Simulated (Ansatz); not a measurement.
Molecule: ScCl (charge 0, singlet). 
Coordinates optimised at B3LYP-D3(BJ)/def2-TZVP (Ansatz, an electronic-structure program):
```
Sc
Cl 1 2.2318
```
Charge 0, spin multiplicity 1.

Dipole moments at this geometry, in debye (magnitudes).

| level | program | dipole (D) |
|---|---|---|
| SVWN5/def2-TZVPD | Ansatz | 2.53 |
| PBE/def2-TZVPD | Ansatz | 2.51 |
| revPBE/def2-TZVPD | Ansatz | 2.52 |
| r2SCAN/def2-TZVPD | Ansatz | 2.74 |
| B3LYP/def2-TZVPD | Ansatz | 2.97 |
| BHLYP/def2-TZVPD | Ansatz | 3.24 |
| r2SCANh/def2-TZVPD | Ansatz | 2.89 |
| r2SCAN0/def2-TZVPD | Ansatz | 3.06 |
| HSE06/def2-TZVPD | Ansatz | 2.89 |
| CAM-B3LYP/def2-TZVPD | Ansatz | 3.30 |
| wB97M-V/def2-TZVPD | Ansatz | 3.33 |
| wB97X-V/def2-TZVPD | Ansatz | 3.37 |
| CCSD(T)/def2-SVPD | Ansatz | ? |

### Question
Fill in the missing entries.

### Answer

- CCSD(T)/def2-SVPD, dipole (D): 2.36
